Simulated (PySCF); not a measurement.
C₆ coefficients of unlike pairs at BHandHLYP

Calculated with PySCF 2.14 from the dipole response of each species, C₆(A,B) = (3/π) ∫ α_A(iu) α_B(iu) du, in atomic units, from isotropic polarisabilities. For ions this is the dispersion term alone; charge-induced terms of lower order in 1/R come first.

```tsv
species	configuration	basis	relativity	α (bohr³)	C₆ (like pair)
Ti²⁺	[Ar] 3d2 (3F)	aug-cc-pVDZ (7s6p4d2f)	none	4.210	12.10
Ir²⁺	[Xe] 4f14 5d7 (4F)	aug-cc-pVTZ-PP with ECP60MDF (6s6p5d3f2g)	core potential	10.00	63.98
Ca	[Ar] 4s2 (1S)	x2c-TZVPPall with one added diffuse shell each of s, p, d type (7s6p4d)	spin-free X2C	157.2	2170
W	[Xe] 4f14 5d4 6s2 (5D)	aug-cc-pwCVDZ-PP with ECP60MDF (6s6p5d3f)	core potential	73.25	890.9
```

Question: Estimate C₆ for Ca with Ir²⁺.

Answer: The integral gives 252.3. The combination rule 2 C_A C_B / (C_A α_B/α_A + C_B α_A/α_B) gives 242.8 and the geometric mean 372.6.

No spin-orbit coupling is included.

The other pairs:

```json
{"pair": "Ir²⁺, Ti²⁺", "C₆": "27.78"}
{"pair": "W, Ca", "C₆": "1317"}
{"pair": "W, Ir²⁺", "C₆": "203.8"}
{"pair": "Ca, Ti²⁺", "C₆": "106.5"}
{"pair": "W, Ti²⁺", "C₆": "86.62"}
```
